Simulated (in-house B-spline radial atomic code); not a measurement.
Co⁴⁺. Computed with a B-spline radial atomic code. Model: all-electron spherical atom, spin shells full or empty, radial basis limit, no spin-orbit coupling, Breit or QED, empty-state partial waves extrapolated as (l+1/2)^-4, RPA, G0W0 and static COHSEX of the highest shell as one setting changes (uncorrelated shells keep exact exchange).

Given: element Co; charge 4; filled core Ar; hamiltonian one-electron scalar X2C; mean-field start PBE0; highest l of empty states 9; nuclear rms radius 3.7875 fm; highest mean-field shell 3d up.

Shell: 3d 5 0 (electrons up and down).

```
lowest nl shells left uncorrelated  RPA correlation energy (hartree)  G0W0 level (eV)  G0W0 minus most complete (meV)  COHSEX level (eV)  linearised minus solved G0W0 (meV)
                                 0                           -1.5461          -79.769                               0            -83.656                               -26.4
                                 1                                 ?                ?                               ?                  ?                                   ?
                                 2                           -1.2357          -79.738                            31.1            -83.617                               -26.2
                                 3                          -0.78248          -79.631                           138.3            -83.574                               -25.5
                                 4                                 ?                ?                               ?                  ?                                   ?
                                 5                          -0.15174          -80.128                          -359.2            -82.461                               -32.7
```

**Question.** What follows for lowest nl shells left uncorrelated = 4?

**Answer.** RPA correlation energy -0.61771 hartree; G0W0 level -79.709 eV; G0W0 minus most complete 59.8 meV; COHSEX level -83.403 eV; linearised minus solved G0W0 -26.6 meV.

**Question.** What follows for lowest nl shells left uncorrelated = 1?

**Answer.** RPA correlation energy -1.4009 hartree; G0W0 level -79.768 eV; G0W0 minus most complete 0.5 meV; COHSEX level -83.655 eV; linearised minus solved G0W0 -26.4 meV.
